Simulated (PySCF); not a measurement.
SMILES C(F)[SiH2]F (CH4F2Si), PBE/def2-SVP optimised geometry.

```
8

F      1.40    -1.45     0.01
C      1.00    -0.11     0.00
Si    -0.90    -0.11     0.00
F     -1.42     1.45     0.00
H      1.42     0.39    -0.90
H      1.42     0.41     0.89
H     -1.41    -0.79    -1.24
H     -1.41    -0.79     1.24
```

Density from PBE/def2-TZVP (PySCF 2.14.0) at that geometry.

Minimum of the electron density along straight lines between bonded atoms, close to the bond critical point (lines longer than 1.1 times the sum of covalent radii, or with two minima, are not listed):

```csv
bond,length / Å,ρ at the minimum / e bohr⁻³,∇²ρ there / e bohr⁻⁵,position (fraction from the first atom)
F1–C2,1.399,?,?,0.65
C2–Si3,1.904,0.121,0.12,0.61
Si3–F4,1.643,0.125,0.79,0.42
C2–H5,1.114,0.269,-0.89,0.65
C2–H6,1.114,0.269,-0.89,0.65
Si3–H7,1.500,0.122,0.11,0.49
Si3–H8,1.499,0.122,0.11,0.49
```

Complete the blanks.


- F1–C2, ρ at the minimum / e bohr⁻³: 0.235
- F1–C2, ∇²ρ there / e bohr⁻⁵: -0.25
